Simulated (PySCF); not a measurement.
C₂H₆BrNZn, SMILES [N](C)([Zn][Br])C. Atoms are numbered in the order given.

```xyz
11

Zn     0.1989    -0.0004     0.0000
Br    -2.0492     0.0037     0.0000
N      2.0155    -0.1169     0.0000
C      2.7937     0.0278     1.2077
C      2.7937     0.0278    -1.2077
H      3.6114    -0.7228     1.2538
H      3.2774     1.0258     1.3019
H      2.1734    -0.1196     2.1072
H      3.2774     1.0258    -1.3019
H      3.6114    -0.7228    -1.2538
H      2.1734    -0.1196    -2.1072
```

Geometry optimised at B3LYP-D3(BJ)/def2-SVP. The structure was generated by enumeration; whether it is a known compound was not checked. One conformer was computed; it need not be the lowest.

Two levels are set side by side: PBE/pcSseg-1 (PySCF) and B3LYP/pcSseg-1 (PySCF). GIAO shifts against NH3 (¹⁵N), TMS (¹H), TMS (¹³C) at the same level; non-relativistic, no solvent, atoms listed together averaged. Without spin–orbit terms, shifts of atoms bonded to Cl or Br come out too high at both levels. Differences are taken from unrounded values.

```tsv
quantity	B3LYP	PBE	PBE minus B3LYP
δ(¹⁵N) of N3 (ppm)	45.3	56.2	10.9
δ(¹³C) of C4, C5 (ppm)	49.5	50.1	0.7
```

Rough cost on one machine, each run with all the roots and properties that it gave: B3LYP against PBE within a factor of 2.
